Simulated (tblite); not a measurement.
A geometry optimisation, step by step.

Compound: C7H5ClNP.
Numbering: `[Cl:1][c:2]1[nH:3][c:4]2[cH:5][cH:6][cH:7][cH:8][c:9]2[p:10]1` (hydrogens: H11 on N3; H12 on C5; H13 on C6; H14 on C7; H15 on C8)

Computed with GFN2-xTB (tblite), gas phase: L-BFGS steps from a force-field or distance-geometry start until the largest atomic force falls under 0.01 eV/Å. 10 of its 24 geometries are shown.

Step 0: E = -747.8682 eV, largest atomic force 5.452 eV/Å
```
atom  x, y, z in Å  |  force x, y, z in eV/Å
Cl1     4.409    0.666   -0.144   -1.545  -0.341  -0.001
C2      2.652    0.629   -0.015   -1.578   3.854   1.656
N3      1.844   -0.382   -0.301    3.945  -3.371  -1.671
C4      0.555   -0.254   -0.157   -3.729  -2.996  -0.635
C5     -0.437   -1.250   -0.419    0.621   0.430  -0.040
C6     -1.770   -0.987   -0.214   -0.145  -0.931  -0.261
C7     -2.261    0.204    0.270    1.590   1.544   0.468
C8     -1.288    1.180    0.554   -1.886  -0.543  -0.094
C9      0.031    0.898    0.332    2.814   3.490   1.006
P10     1.500    2.037    0.626    0.971  -2.359  -1.008
H11     2.294   -1.294   -0.687   -1.098   1.632   0.721
H12    -0.176   -2.214   -0.805    0.293  -0.298  -0.112
H13    -2.471   -1.776   -0.433   -0.091  -0.164  -0.074
H14    -3.296    0.411    0.441   -0.234  -0.108  -0.034
H15    -1.592    2.139    0.932    0.071   0.161   0.080
```

Step 3: E = -748.9421 eV, largest atomic force 1.064 eV/Å
```
atom  x, y, z in Å  |  force x, y, z in eV/Å
Cl1     4.329    0.661   -0.140   -1.054   0.090   0.116
C2      2.578    0.717    0.029   -0.001  -0.634  -0.182
N3      1.879   -0.410   -0.319   -0.035  -0.415  -0.194
C4      0.525   -0.294   -0.162   -0.569  -0.175   0.041
C5     -0.445   -1.265   -0.430    0.144   0.001  -0.043
C6     -1.780   -1.005   -0.217    0.120  -0.007   0.006
C7     -2.225    0.224    0.275    0.442   0.140   0.035
C8     -1.280    1.191    0.554    0.364   0.137  -0.006
C9      0.099    0.956    0.345    0.145  -0.309  -0.144
P10     1.553    1.972    0.595    0.028   0.895   0.312
H11     2.286   -1.276   -0.679   -0.013   0.536   0.198
H12    -0.161   -2.229   -0.812    0.157  -0.165  -0.069
H13    -2.482   -1.787   -0.437   -0.229  -0.111  -0.034
H14    -3.288    0.405    0.437    0.426  -0.030  -0.053
H15    -1.595    2.150    0.938    0.076   0.047   0.017
```

Step 5: E = -749.0588 eV, largest atomic force 0.449 eV/Å
```
atom  x, y, z in Å  |  force x, y, z in eV/Å
Cl1     4.242    0.666   -0.131    0.127   0.015  -0.008
C2      2.543    0.702    0.031   -0.221   0.013   0.030
N3      1.859   -0.415   -0.323   -0.025  -0.335  -0.110
C4      0.511   -0.306   -0.159   -0.390  -0.051  -0.027
C5     -0.447   -1.280   -0.438   -0.005  -0.088   0.006
C6     -1.781   -1.011   -0.217    0.137  -0.059  -0.044
C7     -2.190    0.232    0.277    0.218  -0.081  -0.045
C8     -1.244    1.205    0.554   -0.180  -0.050   0.003
C9      0.123    0.952    0.340   -0.027   0.258   0.115
P10     1.573    1.999    0.602   -0.435   0.092   0.066
H11     2.293   -1.256   -0.673    0.084   0.057   0.013
H12    -0.146   -2.245   -0.818    0.065  -0.017  -0.021
H13    -2.497   -1.794   -0.440   -0.019   0.211   0.071
H14    -3.255    0.401    0.433    0.403   0.102   0.008
H15    -1.590    2.158    0.941    0.268  -0.066  -0.057
```

Step 8: E = -749.0910 eV, largest atomic force 0.185 eV/Å
```
atom  x, y, z in Å  |  force x, y, z in eV/Å
Cl1     4.221    0.669   -0.129   -0.014   0.023   0.011
C2      2.514    0.699    0.035    0.004   0.060   0.013
N3      1.842   -0.426   -0.326   -0.002   0.160   0.073
C4      0.492   -0.308   -0.160    0.130  -0.016  -0.031
C5     -0.447   -1.292   -0.441    0.032  -0.051  -0.011
C6     -1.774   -1.018   -0.220   -0.006  -0.015  -0.007
C7     -2.165    0.227    0.274   -0.022  -0.026  -0.011
C8     -1.238    1.207    0.554    0.011  -0.002   0.009
C9      0.123    0.960    0.343   -0.080  -0.159  -0.052
P10     1.551    2.008    0.606   -0.082  -0.112  -0.032
H11     2.304   -1.252   -0.672   -0.009  -0.022  -0.008
H12    -0.135   -2.252   -0.822    0.057  -0.035  -0.021
H13    -2.506   -1.780   -0.435   -0.098   0.051   0.023
H14    -3.217    0.409    0.432   -0.002   0.081   0.035
H15    -1.569    2.159    0.939    0.079   0.064   0.010
```

Step 10: E = -749.0959 eV, largest atomic force 0.127 eV/Å
```
atom  x, y, z in Å  |  force x, y, z in eV/Å
Cl1     4.220    0.671   -0.128   -0.056   0.043   0.021
C2      2.511    0.704    0.036    0.077  -0.008  -0.013
N3      1.842   -0.423   -0.324    0.089  -0.008  -0.009
C4      0.494   -0.311   -0.162   -0.017  -0.122  -0.030
C5     -0.445   -1.298   -0.442    0.020  -0.019  -0.018
C6     -1.772   -1.020   -0.221   -0.016   0.006   0.007
C7     -2.162    0.225    0.273   -0.024   0.056   0.024
C8     -1.239    1.206    0.555   -0.005  -0.017  -0.005
C9      0.117    0.952    0.341    0.049  -0.064  -0.035
P10     1.539    2.003    0.605   -0.013   0.067   0.027
H11     2.304   -1.251   -0.672   -0.031   0.062   0.026
H12    -0.130   -2.256   -0.824    0.033  -0.044  -0.018
H13    -2.514   -1.774   -0.432   -0.060   0.001   0.002
H14    -3.210    0.416    0.435   -0.087   0.027   0.020
H15    -1.559    2.162    0.938    0.041   0.020   0.002
```

Step 13: E = -749.0985 eV, largest atomic force 0.064 eV/Å
```
atom  x, y, z in Å  |  force x, y, z in eV/Å
Cl1     4.216    0.677   -0.125    0.033   0.049   0.015
C2      2.512    0.708    0.037   -0.032   0.002   0.004
N3      1.846   -0.421   -0.323   -0.022  -0.016  -0.005
C4      0.495   -0.319   -0.165   -0.002   0.013   0.013
C5     -0.445   -1.304   -0.444   -0.033  -0.007  -0.004
C6     -1.773   -1.020   -0.221   -0.018   0.011   0.005
C7     -2.164    0.226    0.274   -0.018  -0.002   0.004
C8     -1.237    1.204    0.554    0.019  -0.013  -0.011
C9      0.118    0.944    0.337    0.003   0.017   0.007
P10     1.532    2.004    0.606    0.014   0.000  -0.003
H11     2.305   -1.248   -0.671    0.060  -0.019  -0.012
H12    -0.124   -2.262   -0.827   -0.033  -0.013  -0.001
H13    -2.523   -1.769   -0.430    0.004   0.013   0.002
H14    -3.213    0.422    0.438   -0.013  -0.010   0.000
H15    -1.549    2.165    0.938    0.037  -0.025  -0.012
```

Step 15: E = -749.0992 eV, largest atomic force 0.062 eV/Å
```
atom  x, y, z in Å  |  force x, y, z in eV/Å
Cl1     4.217    0.683   -0.123   -0.004   0.037   0.014
C2      2.510    0.709    0.038   -0.010  -0.010  -0.002
N3      1.846   -0.422   -0.323   -0.009   0.005   0.005
C4      0.495   -0.322   -0.165    0.026   0.022   0.001
C5     -0.447   -1.306   -0.446   -0.005   0.019   0.013
C6     -1.775   -1.019   -0.221    0.000  -0.006  -0.005
C7     -2.166    0.227    0.275    0.002  -0.018  -0.007
C8     -1.236    1.203    0.553    0.001  -0.004  -0.002
C9      0.119    0.942    0.337   -0.024  -0.012   0.002
P10     1.531    2.005    0.606    0.005  -0.049  -0.021
H11     2.309   -1.247   -0.671    0.040  -0.004  -0.004
H12    -0.126   -2.265   -0.828   -0.057   0.021   0.011
H13    -2.525   -1.767   -0.430   -0.005   0.002  -0.001
H14    -3.215    0.423    0.439    0.026  -0.006  -0.002
H15    -1.543    2.164    0.937    0.016   0.004  -0.001
```

Step 18: E = -749.1001 eV, largest atomic force 0.035 eV/Å
```
atom  x, y, z in Å  |  force x, y, z in eV/Å
Cl1     4.217    0.696   -0.118   -0.023   0.007   0.004
C2      2.509    0.708    0.037    0.025  -0.006  -0.003
N3      1.848   -0.425   -0.324    0.033  -0.012  -0.005
C4      0.496   -0.325   -0.166    0.001  -0.027  -0.016
C5     -0.450   -1.306   -0.445    0.015   0.005   0.005
C6     -1.778   -1.019   -0.221    0.001  -0.003  -0.001
C7     -2.167    0.227    0.275    0.019   0.012  -0.001
C8     -1.235    1.200    0.552   -0.008   0.009   0.010
C9      0.119    0.938    0.336    0.011  -0.017  -0.008
P10     1.530    2.002    0.605   -0.017   0.006   0.002
H11     2.320   -1.246   -0.671   -0.013   0.012   0.007
H12    -0.135   -2.266   -0.828   -0.030   0.005   0.002
H13    -2.530   -1.764   -0.429    0.000  -0.015  -0.007
H14    -3.216    0.424    0.440    0.011   0.003   0.002
H15    -1.533    2.163    0.936   -0.024   0.021   0.008
```

Step 20: E = -749.1003 eV, largest atomic force 0.021 eV/Å
```
atom  x, y, z in Å  |  force x, y, z in eV/Å
Cl1     4.216    0.699   -0.117    0.009   0.002  -0.001
C2      2.510    0.708    0.037   -0.004   0.009   0.004
N3      1.849   -0.425   -0.324    0.002  -0.002   0.000
C4      0.497   -0.326   -0.167    0.001  -0.003  -0.002
C5     -0.450   -1.306   -0.445   -0.001  -0.013  -0.004
C6     -1.778   -1.019   -0.221   -0.003   0.007   0.004
C7     -2.167    0.228    0.275    0.006   0.007   0.001
C8     -1.234    1.201    0.552    0.004   0.007   0.005
C9      0.119    0.937    0.335    0.006   0.000  -0.003
P10     1.529    2.001    0.605   -0.008   0.010   0.004
H11     2.322   -1.246   -0.671   -0.001  -0.011  -0.003
H12    -0.139   -2.266   -0.828   -0.011  -0.017  -0.006
H13    -2.530   -1.765   -0.429    0.012  -0.002  -0.003
H14    -3.216    0.424    0.440    0.003   0.005   0.002
H15    -1.533    2.164    0.936   -0.015   0.001   0.001
```

Step 23: E = -749.1004 eV, largest atomic force 0.008 eV/Å
```
atom  x, y, z in Å  |  force x, y, z in eV/Å
Cl1     4.216    0.701   -0.117    0.001   0.002   0.000
C2      2.510    0.708    0.038   -0.002  -0.001   0.000
N3      1.850   -0.425   -0.324   -0.006   0.005   0.002
C4      0.498   -0.327   -0.167    0.000   0.004   0.003
C5     -0.450   -1.307   -0.445    0.001  -0.001  -0.002
C6     -1.778   -1.018   -0.220    0.006   0.001  -0.001
C7     -2.166    0.228    0.275   -0.003  -0.005   0.001
C8     -1.234    1.201    0.553   -0.001  -0.002  -0.003
C9      0.119    0.936    0.335   -0.004   0.002   0.001
P10     1.528    2.002    0.605    0.005  -0.005  -0.003
H11     2.322   -1.247   -0.671   -0.001   0.001   0.002
H12    -0.141   -2.268   -0.828   -0.004  -0.007  -0.002
H13    -2.529   -1.765   -0.430    0.005   0.005   0.001
H14    -3.215    0.425    0.441    0.001   0.006   0.002
H15    -1.534    2.165    0.936    0.001  -0.006  -0.001
```

Task: Summarise the path.

Result: The energy falls by 118.89 kJ/mol from step 0 to step 23; nine tenths of that is first reached at step 4. It falls at every step. The largest force goes from 5.452 to 0.008 eV/Å. Among the bonds C2–P10 changes most, from 1.929 to 1.720 Å; the atoms move by 0.094 Å rms after alignment.

Run on an Arm Neoverse V2 with one thread, shared host.
